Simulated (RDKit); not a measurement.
Input for RDKit: UFF on CH6GeO2 (SMILES C[O][GeH2][OH]), a point of a torsion scan.

```python
from rdkit import Chem
from rdkit.Chem import AllChem, rdDetermineBonds

blocks = [
'''10

C     1.52955218   -0.22457117    0.01073380
O     0.58826460    0.77996950    0.32174111
Ge   -1.16119870    0.69031180    0.21815800
O    -1.67038399   -0.94614899    0.50165164
H     1.94241192   -0.05868232   -0.98693007
H     2.33683875   -0.16175722    0.74281082
H     1.09312810   -1.22662138    0.04419457
H    -1.57344009    1.66088438    1.27968968
H    -1.69498594    0.92898291   -1.16084246
H    -1.45223749   -1.35479158    1.33794509
''',
]
mol = None
for b in blocks:
    f = Chem.MolFromXYZBlock(b)
    rdDetermineBonds.DetermineBonds(f, charge=0)
    mol = f if mol is None else Chem.CombineMols(mol, f)
Chem.SanitizeMol(mol)
print(Chem.MolToSmiles(Chem.RemoveHs(mol)))
ff = AllChem.UFFGetMoleculeForceField(mol, vdwThresh=100.0, ignoreInterfragInteractions=False)
e = ff.CalcEnergy()
print(f'UFF energy {e:.6f} kcal/mol')
```

Output:

```
C[O][GeH2][OH]
UFF energy 30.647126 kcal/mol
```

The run finished.

Cost: roughly 0.010 core-seconds.
